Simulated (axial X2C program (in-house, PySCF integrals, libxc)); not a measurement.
**YN: bond constants with and without spin–orbit coupling**

Calculated with an in-house all-electron X2C program for linear molecules (integrals from PySCF). Spin-free means the one-electron spin-free X2C Hamiltonian; two-component (2c) means X2C with spin–orbit coupling and atomic mean-field two-electron Coulomb and Gaunt terms, so the difference of the two also holds small scalar two-electron terms. Basis: Y dyall-cv3z [11s12p9d6f3g], N dyall-av3z [7s7p3d2f] (cores contracted in-house); Gaussian nuclei, density fitting, unrestricted open shells. Masses: Y 88.906 u, N 14.003 u.

State, spin-free: M_S = 0, Λ = 0 (closed shell); electrons by block: σα: 11, σβ: 11, π+α: 5, π+β: 5, π-α: 5, π-β: 5, δ+α: 1, δ+β: 1, δ-α: 1, δ-β: 1. Fragments: Y + N.

State, 2c: Ω = 0 (closed shell); electrons by block: 1/2: 16, -1/2: 16, 3/2: 6, -3/2: 6, 5/2: 1, -5/2: 1. Fragments: Y + N.

```csv
Hamiltonian,level,Re (Å),ωe (cm⁻¹),αe (cm⁻¹),De (eV),μ (D)
spin-free,PBE0,1.756,867.9,0.0024,4.18,-7.64
spin-free,TPSSh,1.784,822.1,0.00207,4.46,-7.02
2c,PBE0,1.756,869.0,0.0024,n/a,-7.63
2c,TPSSh,1.783,822.9,0.00208,n/a,-7.02
```

Dipoles are positive if N is the positive end.

One determinant describes the state; a PBE0 search over occupations chose it and may have missed a lower one. Closed shells are restricted here (equal orbitals for both partners); the stretched side of such a curve lies too high. De is counted from the lowest determinant-based energies of the atoms at the same level, without counterpoise correction. De is not given where an atomic determinant may have missed its ground term or J level, or where the truncated virtual space spoils (T). Other states lie close and PBE0, whose exact exchange favours high spin, may order them wrongly; the determinant shown need not be the ground state. The nearest other spin-free determinant of the search, M_S = 1, Λ = 0, lies 0.20 eV up at the distance of the search. Without a current term, density functionals place determinants with orbital angular momentum somewhat too high.

No reliable constants came from CCSD (2c), CCSD (spin-free), CCSD(T) (2c), CCSD(T) (spin-free), HF (2c), HF (spin-free), MP2 (2c), MP2 (spin-free): no minimum in range, unconverged points, a curve that is not smooth, a change of character along it, or the two Hamiltonians disagreeing along it.

Rough cost a point (2c) on 1 thread(s) of a shared host, integrals apart: PBE0 0.5 s, TPSSh 0.8 s.

The whole task took 2.3 min on 1 thread of Arm Neoverse V2, on a shared host.
